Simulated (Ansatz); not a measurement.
CH₄N, doublet, at a GFN2-xTB geometry; Ansatz (a quantum-chemistry and plane-wave program) with SC-NEVPT2/6-31G, CASSCF(5,4).

Input for Ansatz:
Ansatz 0.2 input:
```yaml
crystal:
  periodic: [false, false, false]
  atoms:
    - {symbol: C, position_ang: [0.11969841, 0.72071728, -0.00763830]}
    - {symbol: N, position_ang: [-0.08484190, -0.65766184, 0.00683957]}
    - {symbol: H, position_ang: [-0.51938453, -1.00090422, 0.85240262]}
    - {symbol: H, position_ang: [-0.52837018, -1.01721263, -0.82720202]}
    - {symbol: H, position_ang: [0.46666690, 1.15768540, 0.90941225]}
    - {symbol: H, position_ang: [0.45679066, 1.13976065, -0.93666007]}
basis:
  gaussian:
    orbitals: 6-31G
correlation: {method: sc_nevpt2, electrons: all, active_space: {window: {electrons: 5, orbitals: 4}}}
magnetization: {spin_polarized: false, initial_magnetization: 1}
```

Output, abridged:

```
Functional definition: HF
387 factors; integrals over basis functions are off by at most 2.5e-4 eV
mean field evaluation 1: about -2571.6016 eV, gradient 2.0e1 eV
mean field evaluation 2: about -2571.6020 eV, gradient 2.0e1 eV
mean field evaluation 4: about -2572.7408 eV, gradient 2.6e0 eV
mean field evaluation 8: about -2572.7697 eV, gradient 5.9e-2 eV
mean field -2572.76968817 eV, -94.5475421544 hartree, gradient 2.6e-6 eV, S^2 0.750000; 0 other end points of the search recorded, 0 dependent functions left out
reference -2572.76968817 eV, -94.5475421544 hartree; 9, 8 occupied and 17, 18 virtual orbitals, 387 factors
state -2573.40911945 eV, -94.5710408203 hartree
state -2573.40911945 eV, -94.5710408203 hartree; corrected -2577.88422231 eV, -94.7354978172 hartree
Total energy: -2577.88422231 eV, -94.7354978172 hartree
```
